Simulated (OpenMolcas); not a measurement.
Lines of S: computed and rescaled rates

| Item | Value |
| --- | --- |
| Program | OpenMolcas 26.06 |
| Method | SS-RASPT2, IPEA 0.25 Eh, imaginary shift 0.1 Eh (closed shells correlated: 2s 2p) |
| Basis | ANO-RCC [8s7p5d4f2g] |
| Scalar Hamiltonian | DKH2, point nucleus |
| Active space | 6 electrons in 9 orbitals (RAS2 3s 3p; RAS3 3d, at most 2 electrons) |
| State averaging | 2S+1 = 3 even, 3 roots; 2S+1 = 1 even, 6 roots; 2S+1 = 3 odd, 3 roots |
| Spin-orbit coupling | state interaction with AMFI integrals over the reference wave functions, term energies averaged over their components |

Rates come from the transition moments of the reference wave functions (E1 and E2 in the length form). At fixed line strength A goes as λ^-3 for E1 and M1 and as λ^-5 for E2, so a rate at the computed wavelength can be rescaled to the measured one. Measured vacuum wavelengths follow from level energies in NIST Handbook of Basic Atomic Spectroscopic Data. Branching counts decays inside the model space alone, at computed energies, and the table is only a selection of the E2 and M1 lines, drawn from those between levels with measured partners whose computed energy lies within a factor of 1.5 of the measured one.

| Upper | Lower | Type | λ computed (nm) | λ measured (nm) | A computed (s-1) | A rescaled (s-1) | Branching % |
| --- | --- | --- | --- | --- | --- | --- | --- |
| 3s2 3p4 1S0 | 3s2 3p4 1D2 | E2 | 772.2 | 772.7 | 1.38e+00 | 1.38e+00 | 82.6 |
| 3s2 3p4 1S0 | 3s2 3p4 3P1 | M1 | 459.2 | 459.1 | 2.87e-01 |  | 17.1 |
| 3s2 3p4 1D2 | 3s2 3p4 3P2 | M1 | 1089 | 1082 | 2.31e-02 |  | 76.7 |
| 3s2 3p4 1D2 | 3s2 3p4 3P1 | M1 | 1133 | 1131 | 6.85e-03 |  | 22.7 |
| 3s2 3p4 3P1 | 3s2 3p4 3P2 | M1 | 27880 | 25250 | 1.04e-03 | 1.40e-03 | 100.0 |
| 3s2 3p4 3P0 | 3s2 3p4 3P1 | M1 | 60640 | 56310 | 2.43e-04 | 3.03e-04 | 100.0 |
| 3s2 3p4 1D2 | 3s2 3p4 3P2 | E2 | 1089 | 1082 | 1.51e-04 |  | 0.5 |

Spin-changing lines and M1 lines between different terms are not rescaled, since their strength hangs on the term gaps too.

The largest correction is for 3s2 3p4 3P1 → 3s2 3p4 3P2 (M1): 1.04e-03 × (27880 / 25250)^3 = 1.40e-03 s-1, a factor of 1.35.

No measured rate stands beside these. Rescaling mends the energy factor alone: line strengths can still be far off where a level mixes with configurations outside the active space, and weak or spin-changing lines hang on small mixing coefficients that depend on the term gaps too, so rescaling need not improve them.

CASPT2 breaks the degeneracy within a term, and the mean is taken; among the terms shown or strongly mixed into the levels shown the widest spread is 40 cm-1 (3s2 3p4 1D). Active for correlation alone: 3d; no level in the range computed is led by a configuration that fills it, so any true level of that kind is missing. Computed and measured levels are paired by configuration, term and J; levels that our copy of the source lacks, or whose pairing is in doubt (as where it misses far off the trend of its configuration), stay unpaired. Levels of configurations outside the active space are missing.
